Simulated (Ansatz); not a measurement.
Computed with frozen-core CCSD(T)/def2-TZVPP // PBE0-D3(BJ)/def2-TZVP run with Ansatz (a first-principles code).

Ansatz 0.2 input:
```yaml
crystal:
  periodic: [false, false, false]
  atoms:
    - { symbol: Ga, position_ang: [0.240902, 0.390703, 0.002592] }
    - { symbol: H, position_ang: [1.604441, -0.307644, 0.009748] }
    - { symbol: H, position_ang: [-0.995355, 1.295473, -0.003108] }
    - { symbol: H, position_ang: [-0.849988, -1.378532, -0.009234] }
basis:
  gaussian: { orbitals: def2-TZVPP }
correlation:
  method: ccsd_t
total_charge: 1
magnetization:
  spin_polarized: true
  initial_magnetization: 1
```

Output:

```
Functional definition: HF
542 factors; integrals over basis functions are off by at most 8.8e-4 eV
mean field evaluation 1: about -52370.7066 eV, gradient 7.5e0 eV
mean field evaluation 2: about -52370.7067 eV, gradient 7.5e0 eV
mean field evaluation 4: about -52371.6105 eV, gradient 8.8e-1 eV
mean field evaluation 8: about -52371.6214 eV, gradient 5.5e-4 eV
mean field evaluation 16: about -52371.6212 eV, gradient 1.4e-1 eV
mean field -52371.62140063 eV, -1924.6215877132 hartree, gradient 1.9e-6 eV, S^2 0.752888; 0 other end points of the search recorded, 0 dependent functions left out
9 core orbitals not correlated
reference -52371.62140063 eV, -1924.6215877132 hartree; 8, 7 occupied and 73, 74 virtual orbitals, 542 factors
second order -5.69934742 eV of doubles, -0.00000000 eV of singles
cycle   1  -5.57227202 eV  change    1.3e-1 eV  update   7.6e-2
cycle   2  -5.86528008 eV  change   -2.9e-1 eV  update   2.6e-2
cycle   3  -5.91871744 eV  change   -5.3e-2 eV  update   1.3e-2
cycle   4  -5.91639930 eV  change    2.3e-3 eV  update   4.6e-3
cycle   5  -5.91860082 eV  change   -2.2e-3 eV  update   2.1e-3
cycle   6  -5.91910260 eV  change   -5.0e-4 eV  update   8.7e-4
cycle   7  -5.91912784 eV  change   -2.5e-5 eV  update   3.2e-4
cycle   8  -5.91923036 eV  change   -1.0e-4 eV  update   1.2e-4
cycle   9  -5.91922904 eV  change    1.3e-6 eV  update   3.4e-5
cycle  10  -5.91921517 eV  change    1.4e-5 eV  update   1.1e-5
perturbative correction -0.19965605 eV, -0.0073372244 hartree
Total energy: -52377.74027185 eV, -1924.8464520828 hartree
```

Cost: around 14 core-seconds (rough).
